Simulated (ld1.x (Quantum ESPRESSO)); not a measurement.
Before and after: TM potential for W

```json
{"Element": "tungsten", "Generator": "ld1.x (Quantum ESPRESSO) 7.5", "Type": "norm-conserving Troullier–Martins (Kleinman–Bylander form)", "Functional": "PBE", "Relativity": "scalar-relativistic", "Frozen core": "[Xe] 4f14", "Valence charge": "6", "Reference configuration": "5d4 6s1.5 6p0.5", "Partial waves": "6s (bound): rc 2.90 bohr; 6p (bound): rc 2.70 bohr; 5d (bound): rc 1.55 bohr", "Local potential": "the d channel", "Core correction": "none"}
```

Change: wave 5d (bound): rc 1.55 bohr becomes 5d (bound): rc 2.34 bohr.

Cutoffs: the cutoffs (Ry, on a coarse ladder) from which the occupation-weighted sum of valence levels, in a spherical-Bessel basis at the reference potential, stays within 10 and 1 mRy of its value at 400 Ry; they do not see the model core or the augmentation charge, which bear on the density cutoff. Errors are all-electron minus pseudo energies relative to the spin-unpolarised reference configuration.

Question: How do hardness, ghosts and transferability respond?

Answer: The potential gets softer (30 Ry and 50 Ry → 30 Ry and 35 Ry); both files keep a bound ghost (p, s); of the 6 tests that both files solve, the error grows in 1 and shrinks in 0 by more than 15 % and 0.3 meV (median size 1.8 → 2.0 meV). A larger radius leaves more room for a smooth pseudo-wave, so fewer plane waves are needed.

```tsv
quantity	base	changed
cutoff, loose	30 Ry	30 Ry
cutoff, tight	50 Ry	35 Ry
bound ghosts	s, p	s, p
tests counted (converged, no solver errors)	6 of 7	6 of 7
error for 5d4 6s2 6p0, meV [ΔE -2.21 eV]	+1.4	+1.5
error for 5d4 6s1 6p0, meV [ΔE 6.67 eV]	+2.1	+2.3
error for 5d4 6s0 6p0, meV [ΔE 22.35 eV]	+67	+67
error for 5d3 6s0 6p0, meV [ΔE 47.73 eV]	+144	+141
error for 5d4 6s0 6p2, meV [ΔE 7.05 eV]	-1.4	-1.8
error for 5d4 6s1.5 6p0, meV [ΔE 1.42 eV]	-0.5	-0.5
s: phases at 3.17 bohr within 0.05 rad from the reference energy up to (Ry; the scan ends near 5)	2.1	2.0
p: phases at 3.17 bohr within 0.05 rad from the reference energy up to (Ry; the scan ends near 5)	4.1	4.0
d: phases at 3.17 bohr within 0.05 rad from the reference energy up to (Ry; the scan ends near 5)	to the end of the scan	to the end of the scan
```

Base: Tests not counted: 5d3 6s2 6p1 (solver errors, printed error -2.2 eV). These tests converged, but a pseudo level misses the all-electron one widely, so the file describes the atom poorly there or has found another state: 5d4 6s0 6p0: empty 6p by 2.5 eV. Changed file: Tests not counted: 5d3 6s2 6p1 (solver errors, printed error -2.4 eV). A true bound ghost makes a file unfit for plane-wave use even where its test errors are small: the radial tests pick states by their node count and pass the ghost by. Where a test does run into it, the solver fails or the error is huge.
